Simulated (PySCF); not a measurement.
A structure optimised at B3LYP-D3(BJ)/def2-TZVP, used in a PySCF frequency run:

```xyz
5

Ge     0.3689     0.4311     0.0000
F     -1.0896     1.3819     0.0000
Cl    -0.2470    -1.6297     0.0000
H      1.0997     0.7359     1.3081
H      1.0997     0.7359    -1.3081
```

Q: Write its SMILES, formula and point group.

A: [F][GeH2][Cl], ClFGeH2, Cs

Q: What are its rotational constants (standard atomic weights)?

A: 12.486, 3.4040, 2.7761 GHz
